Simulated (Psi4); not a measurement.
The standard entropy of ScNH4O2 (SMILES [NH2][Sc]([OH])[OH]) from a frequency calculation

A singlet with charge 0, relaxed at PBE0-D4/def2-TZVP (density fitting) (Psi4 1.11):

```xyz
8

N    -0.7288    1.3864   -0.4476
Sc    0.1625   -0.3087    0.0799
O     2.0161   -0.3926   -0.1884
O    -0.9465   -1.6442    0.7887
H    -0.2787    2.2018   -0.8432
H    -1.7162    1.5926   -0.3672
H     2.9396   -0.5992   -0.2892
H    -1.3530   -2.4118    1.1777
```

Harmonic wavenumbers in cm⁻¹: 100, 116, 156, 226, 300, 373, 378, 380, 449, 519, 627, 700, 750, 1544, 3548, 3638, 4010, 4011.

Masses in u: N 14.007, Sc 44.956, O 15.999, H 1.008. Take T = 298.15 K, p = 1 bar, R = 8.3145 J/(mol K), kT/hc = 207.22 cm⁻¹, rigid rotor and harmonic oscillator.

Question: Compute the standard molar entropy.

Answer: 
1. Translation (Sackur–Tetrode): S = R[3/2 ln M + 5/2 ln T − 1.1517] with M = 94.993 gives 165.6 J/(mol K).
2. Rotation: principal moments 94.665, 103.750, 198.413 u Å² give A, B, C = 0.1781, 0.1625, 0.085 cm⁻¹; the symmetry number is σ = 2; q = (√π/σ)√((kT/hc)³/ABC) = 53300; S = R(ln q + 3/2) = 103.0.
3. Vibration: with u = ν̃/207.22, each mode gives R[u/(eᵘ − 1) − ln(1 − e⁻ᵘ)]; the sum is 75.7, most from 100 cm⁻¹ (14.5), 116 cm⁻¹ (13.2), 156 cm⁻¹ (10.9).
4. Spin: R ln 1 = 0.0.
5. Sum: 165.6 + 103.0 + 75.7 + 0.0 = 344.3 J/(mol K).

No measured value is set beside it here. Where a soft mode is a torsion, a harmonic oscillator describes it poorly.
